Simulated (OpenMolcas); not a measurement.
Nd2+ among 6 point charges of -0.5 e arranged as a tetragonal octahedron (D4h), 2.42 Å from the ion, with the axial distance 2.057 Å.
```
   2.4200    0.0000    0.0000  -0.50
   0.0000    2.4200    0.0000  -0.50
  -2.4200    0.0000    0.0000  -0.50
   0.0000   -2.4200    0.0000  -0.50
   0.0000    0.0000    2.0570  -0.50
   0.0000    0.0000   -2.0570  -0.50
```

```json
{"Program": "OpenMolcas 26.06", "Method": "CASSCF", "Basis": "ANO-RCC-VDZP [7s6p4d2f1g]", "Scalar Hamiltonian": "DKH2, point nucleus", "Active space": "4 electrons in 7 orbitals (4f)", "State averaging": "2S+1 = 5 even, 35 roots (33 in the spin-orbit step); 2S+1 = 3 even, 126 roots kept (CI in the orbitals of an earlier block, 106 in the spin-orbit step); 2S+1 = 1 even, 96 roots kept (CI in the orbitals of an earlier block, 31 in the spin-orbit step)", "Spin-orbit coupling": "state interaction with AMFI integrals over the reference wave functions"}
```

Task: What is the spin-free ground state (labels of D4, the rotations of D4h)?

Result: 5A1, 1-fold in its orbital part, 100 % from free-ion I terms; it has the highest spin that f4 allows.

Task: Where is the first state of the same spin?

Result: 5E at 24.9 cm-1 above the ground state.

Task: What are the lowest two levels with spin-orbit coupling?

Result: A 1-fold level B2, then a 2-fold level E 8.8 cm-1 above it. Their leading multiplicities are 5 (98 %) and 5 (98 %).

Task: What is χT at 300 K, and how does it compare with the textbook value?

Result: Hund's rules give f4 the level 5I4 with g = 0.600, so an isolated free-ion multiplet has χT = g² J(J+1) / 8 = 0.900 cm3 K/mol. The computed 1.022 at 300 K differs by +14 %, through the field's splitting, the mixing of terms and any other multiplet in reach.

High states are left out of the spin-orbit mixing, which shifts the levels that they would mix with. Point charges carry no covalency, so the field is a model and not that of real ligands. An unlabelled pair can be two single states that coincide in this model. The first state left out of the spin-orbit step lies near 35000 cm-1 above the lowest spin-free state of the reference (among the parities and spins computed), and the lists stop at four fifths of that energy or lower. No measured value stands beside these numbers.
